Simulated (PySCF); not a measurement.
A run for PySCF: R-B3LYP/6-311+G** on H2S (SMILES S).

```python
from pyscf import gto, scf, dft, mp
from pyscf.data.elements import chemcore

mol = gto.M(
    atom='''
    S    -1.01864321    0.17603342   -0.21559395
    H     0.06164805    0.84854057   -0.64360260
    H    -0.30103800   -0.53718022    0.66928767
    ''',
    basis='6-311+g**',
    charge=0, spin=0, verbose=3, max_memory=1800)
mf = dft.RKS(mol, xc='b3lyp')
mf.conv_tol = 1e-8
mf.max_cycle = 100
mf.kernel()
if not mf.converged:
    mf = mf.newton().run(mf.mo_coeff, mf.mo_occ)
```

The log:

```
converged SCF energy = -399.422507251988
```

The run converged.

Cost: around 1.0 core-seconds (rough).
